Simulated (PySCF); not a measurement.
**Rh²⁺ (rhodium, charge +2): UHF calculation**

Configuration: [Kr] 4d6 5p1, one real determinant (an excited configuration). Computed with PySCF 2.14 in x2c-QZVPPall, with scalar relativity by spin-free X2C-1e.

- Total energy: -4780.027588 hartree
- One-electron energy: -6551.0029 hartree
- Hartree (Coulomb) energy: 1907.9639 hartree
- Exchange energy: -136.9886 hartree
- ⟨S²⟩: 8.7527
- ⟨L²⟩: 8.039
- Sum of ⟨r⟩: 27.69 bohr
- Sum of ⟨r²⟩: 38.04 bohr²
- Traceless quadrupole moment −½Σ⟨3z² − r²⟩ along its main axis: -4.20 e·bohr²
- Langevin diamagnetic susceptibility: -30.1 ×10⁻⁶ cm³/mol

| shell | electrons | mean orbital energy (hartree) | spread (hartree) | rms radius, mean of both spins (bohr) |
| --- | --- | --- | --- | --- |
| 1s α | 1 | -858.81879 | 0 | 0.0374 |
| 1s β | 1 | -858.81817 | 0 | 0.0374 |
| 2s α | 1 | -128.42326 | 0 | 0.154 |
| 2s β | 1 | -128.37415 | 0 | 0.154 |
| 2p α | 3 | -114.99619 | 0.01450 | 0.137 |
| 2p β | 3 | -114.94680 | 0.00348 | 0.137 |
| 3s α | 1 | -25.09554 | 0 | 0.415 |
| 3s β | 1 | -25.07009 | 0 | 0.415 |
| 3p α | 3 | -20.56142 | 0.02594 | 0.418 |
| 3p β | 3 | -20.52968 | 0.01196 | 0.418 |
| 3d α | 5 | -13.31490 | 0.02645 | 0.403 |
| 3d β | 5 | -13.24613 | 0.04667 | 0.403 |
| 4s α | 1 | -4.84672 | 0 | 1.04 |
| 4s β | 1 | -4.57188 | 0 | 1.04 |
| 4p α | 3 | -3.48695 | 0.06024 | 1.14 |
| 4p β | 3 | -3.13766 | 0.06737 | 1.14 |
| 4d α | 5 | -1.45224 | 0.06147 | 1.49 |
| 4d β | 1 | -1.30313 | 0 | 1.49 |
| 5p α | 1 | -0.68836 | 0 | 3.39 |

⟨L²⟩ = 8.04 against 12 for a pure F term, so this real determinant mixes terms.

Densities and radii are taken from the X2C orbitals without a picture-change correction, which distorts them close to the nucleus.

Spin-orbit constants ζ (cm⁻¹) from the X2C one-electron operator on these orbitals: bare nucleus, nucleus screened by l(l+1)(2l+1)/3 electrons, and screened by the Breit-Pauli mean field of the electrons.

```csv
shell,bare,screened nucleus,mean field
2p,781900,747100,n/a
3p,136300,130300,n/a
3d,19830,15420,n/a
4p,20540,19630,n/a
4d,1900,1478,n/a
5p,1950,1863,n/a
```

To first order the Landé constant is A = -72.89 cm⁻¹, so the lowest level has J = 11/2 and lies 0.0678 eV below the centre of the term. This holds in LS coupling only.
